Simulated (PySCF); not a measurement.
**Radial density of Cd⁺ (cadmium, charge +1)**

UHF, [Kr] 4d10 5p1, 2P determinant (an excited configuration). Computed with PySCF 2.14 in def2-TZVPPD with the def2 core potential (28 electrons), with a scalar-relativistic core potential. This is the valence pseudo-density: the core potential removes the inner electrons and smooths the orbitals near the nucleus.

```csv
r (bohr),4πr²ρ (e/bohr),4πr²(ρα − ρβ)
0.0290,1.247e-05,0.0000
0.0489,5.291e-05,0.0000
0.0822,0.0003792,0.0000
0.138,0.004486,0.0000
0.232,0.07025,-0.0002
0.391,1.531,-0.0009
0.658,14.76,0.0112
1.11,16.20,-0.0294
1.86,3.271,0.1489
3.13,0.4937,0.3465
5.26,0.1065,0.1058
8.86,0.003103,0.0031
```

Energies and moments cover only the electrons outside the core potential.

Question: Where is the radial spin density 4πr²(ρα − ρβ) most negative, and why is it negative at all?

Answer: Around r = 1.11 bohr, down to -0.0294 e/bohr: exchange with the open shell polarises the paired shells in an unrestricted calculation.
